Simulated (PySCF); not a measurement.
C3H7NSi, SMILES C=C=CN[SiH3]. Coordinates come from a ωB97X-D3(BJ)/def2-SVP optimisation. This is a generated structure with no PubChem entry under its InChIKey; it may be hypothetical. The values are those of a single conformer.

Computed equilibrium geometry at ωB97X-D3(BJ)/def2-SVP (PySCF confirms it by a frequency run) as Cartesian coordinates in Å, and its point group (one conformer of several):
point group Cs.
```xyz
12

C     -0.7745     2.4072     0.0000
C      0.1858     1.5127     0.0000
C      1.1489     0.6112     0.0000
N      0.9587    -0.7757     0.0000
Si    -0.6098    -1.5443     0.0000
H     -1.1945     2.7994    -0.9354
H     -1.1945     2.7994     0.9354
H      2.1914     0.9517     0.0000
H      1.8055    -1.3280     0.0000
H     -1.4037    -1.1749     1.2075
H     -0.3353    -3.0093     0.0000
H     -1.4037    -1.1749    -1.2075
```
Charge 0, spin multiplicity 1.
